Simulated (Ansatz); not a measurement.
`Cl[SiH][S][GeH2][Cl]`, charge 0, multiplicity 2.

Q: Give a relaxed structure at PBE0-D4/def2-TZVP (Ansatz). (Best estimate.)

A: Ansatz gave: 
```xyz
8

Cl   -0.2439   -2.5280   -0.3191
Si   -0.0561   -0.9382   -1.6183
S    -0.8995    0.8515   -0.8371
Ge    0.1569    0.9541    1.1130
Cl    2.2714    0.7200    0.7965
H    -0.8521   -1.2403   -2.8404
H    -0.0962    2.3595    1.6632
H    -0.2805   -0.1787    2.0423
```
